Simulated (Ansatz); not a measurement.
C10H20 (`C=CCCCCCCCC`), relaxed with RKS PBE-D4/def2-SVP in the Gaussian-basis code of Ansatz from a rough embedded geometry. The force threshold is 0.03 eV/Å; the program also tests the step.

Charge 0, multiplicity 1.

Start:

```xyz
30

C     1.437   -4.152    0.621
C     1.438   -3.133    1.459
C     0.252   -2.272    1.754
C     0.508   -0.820    1.340
C    -0.691    0.075    1.645
C    -0.420    1.558    1.386
C    -0.083    1.906   -0.064
C    -1.217    1.590   -1.038
C    -0.980    2.159   -2.437
C     0.188    1.499   -3.160
H     0.546   -4.446    0.090
H     2.318   -4.741    0.431
H     2.348   -2.857    1.977
H     0.044   -2.303    2.827
H    -0.624   -2.654    1.227
H     0.729   -0.797    0.272
H     1.385   -0.442    1.872
H    -1.548   -0.252    1.054
H    -0.959   -0.043    2.698
H    -1.301    2.129    1.689
H     0.412    1.877    2.021
H     0.133    2.977   -0.115
H     0.822    1.376   -0.363
H    -1.346    0.509   -1.116
H    -2.145    2.010   -0.642
H    -0.800    3.234   -2.365
H    -1.887    2.016   -3.030
H     0.268    1.880   -4.176
H     1.127    1.698   -2.649
H     0.045    0.421   -3.210
```

By how much does the energy fall, and how many steps does the optimiser take? (Estimate.)

The calculation gave: 0.21 eV, in 5 steps.

Which bonds change most? (Estimate.)

Ansatz gave: C1–H11 from 1.078 to 1.103 Å; C1–H12 from 1.077 to 1.102 Å; C1–C2 from 1.319 to 1.344 Å; C2–H13 from 1.082 to 1.107 Å.

Give the relaxed structure. (Estimate.)

Computed: 
```xyz
30

C     1.442   -4.218    0.597
C     1.440   -3.177    1.446
C     0.265   -2.286    1.736
C     0.506   -0.816    1.352
C    -0.677    0.098    1.684
C    -0.430    1.590    1.413
C    -0.113    1.960   -0.044
C    -1.228    1.623   -1.041
C    -0.984    2.135   -2.468
C     0.210    1.491   -3.178
H     0.531   -4.513    0.049
H     2.347   -4.823    0.424
H     2.379   -2.918    1.974
H     0.031   -2.331    2.825
H    -0.636   -2.668    1.209
H     0.741   -0.766    0.267
H     1.417   -0.443    1.874
H    -1.573   -0.247    1.122
H    -0.939   -0.029    2.758
H    -1.325    2.163    1.742
H     0.405    1.937    2.061
H     0.093    3.052   -0.094
H     0.834    1.467   -0.355
H    -1.383    0.521   -1.076
H    -2.185    2.047   -0.662
H    -0.847    3.239   -2.438
H    -1.901    1.963   -3.071
H     0.311    1.861   -4.219
H     1.168    1.705   -2.661
H     0.101    0.387   -3.226
```
